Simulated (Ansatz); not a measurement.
Frontier orbitals of `[OH][Ti]([OH])([OH])[SH]`.

Total charge 0; spin multiplicity 1. Correlated methods include outer-core shells of Ti, which these sets cover unevenly. Scalar relativity is left out up to krypton. All single points use the PBE0-D4/def2-TZVP geometry. It is one conformer, not always the lowest. Basis def2-TZVPP, Ansatz 0.2.0.

Orbital energies of one run (eV). Highest occupied ones, from the top: -6.03, -7.02, -7.50, -7.89, -8.00, -8.36, -8.45, -8.80, -9.65, -12.04, -12.13, -12.32, -17.21, -24.14. Empty: -2.65, -2.54, -1.71, -1.50, -1.14, -0.79.

Which functional gave them?
A. PBE0
B. LC-ωPBE
C. revPBE
D. HSE06 (plane-wave form)

C. HOMO energies: revPBE -6.03, LC-ωPBE -9.97, HSE06 -6.91, PBE0 -7.31 eV.

LC-ωPBE has ω = 0.4 bohr⁻¹.
